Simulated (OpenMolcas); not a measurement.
Ti2+ among 6 point charges of -1.5 e arranged as an octahedron (Oh), 2.15 Å from the ion.

```json
{"Program": "OpenMolcas", "Method": "CASSCF", "Basis": "ANO-RCC-VDZP [5s4p2d1f]", "Scalar Hamiltonian": "DKH2, point nucleus", "Active space": "2 electrons in 5 orbitals (3d)", "State averaging": "2S+1 = 3 even, 10 roots; 2S+1 = 1 even, 15 roots", "Spin-orbit coupling": "state interaction with AMFI integrals over the reference wave functions"}
```

What is the spin-free ground state (labels of O, the rotations of Oh)?

3T1, 3-fold in its orbital part, 97 % from free-ion F terms; it has the highest spin that d2 allows.

Where is the first state of the same spin?

3T2 at 5840 cm-1 above the ground state.

What are the lowest two levels with spin-orbit coupling?

A 2-fold level E, then a 3-fold level T2 5.0 cm-1 above it. Their leading multiplicities are 3 (100 %) and 3 (100 %).

What is χT at 300 K, and how does it compare with the textbook value?

The lowest level has 2S+1 = 3, for which the spin-only value is χT = S(S+1) / 2 = 1.000 cm3 K/mol (g = 2). The computed 1.150 at 300 K differs by +0.150, through orbital momentum, spin-orbit coupling and any other state in reach. With a threefold ground state the orbital momentum is unquenched, so the spin-only value is not expected to hold.

Which ligand-field parameters describe the states?

A least-squares ligand-field fit to the states below 45000 cm-1, each weighted by its degeneracy and with a free common offset, gives 10Dq = 7438 cm-1, B = 846 cm-1 and C = 3132 cm-1 (C/B = 3.70), with an rms deviation of 263 cm-1. 

An orbital triplet at a regular site is open to Jahn-Teller coupling, which can distort the site and quench the lowest spin-orbit gaps and is left out. Without dynamic correlation the repulsion within the d shell is too large (B by tens of per cent), so at a given field states of lower spin stand too high. Point charges carry no covalency, so the field is a model and not that of real ligands. No measured value stands beside these numbers.
